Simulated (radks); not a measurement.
Values are calculated unless marked as measured or tabulated.
Species: Pt+. Configuration: [Xe] 4f14 5d7.5 6s1.5 (fractional occupations, a model configuration). Level of theory: scalar-relativistic Kohn-Sham, BLYP, spin-unpolarised, spherical densities, point nucleus (a radial shooting solver on a logarithmic mesh with Libxc functionals).

Unscreened Slater integrals over Kohn-Sham orbitals (hartree).

F0(6s,6s): 0.34582
F0(6s,5d): 0.40746
G2(6s,5d): 0.10108
F0(6s,5p): 0.43073
G1(6s,5p): 0.031383
F0(6s,4f): 0.45505
G3(6s,4f): 0.012153
F0(5d,5d): 0.57566
F2(5d,5d): 0.29516
F4(5d,5d): 0.19422
F0(5d,5p): 0.66563
F2(5d,5p): 0.32358
G1(5d,5p): 0.38568
G3(5d,5p): 0.23803
F0(5d,4f): 0.75250
F2(5d,4f): 0.17079
F4(5d,4f): 0.078894
G1(5d,4f): 0.055686
G3(5d,4f): 0.052199
G5(5d,4f): 0.041694
F0(5p,5p): 0.81998
F2(5p,5p): 0.44168
F0(5p,4f): 1.0104
F2(5p,4f): 0.31470
G2(5p,4f): 0.12177
G4(5p,4f): 0.10249
F0(4f,4f): 1.7750
F2(4f,4f): 0.87789
F4(4f,4f): 0.55819
F6(4f,4f): 0.40376

Derived for the open shells (J is the average intra-shell exchange parameter used in DFT+U). 5d: Racah B = F2/49 - 5 F4/441 = 0.003822 hartree, C = 35 F4/441 = 0.01541 hartree, C/B = 4.03, F4/F2 = 0.658, J = (F2 + F4)/14 = 0.03496 hartree.
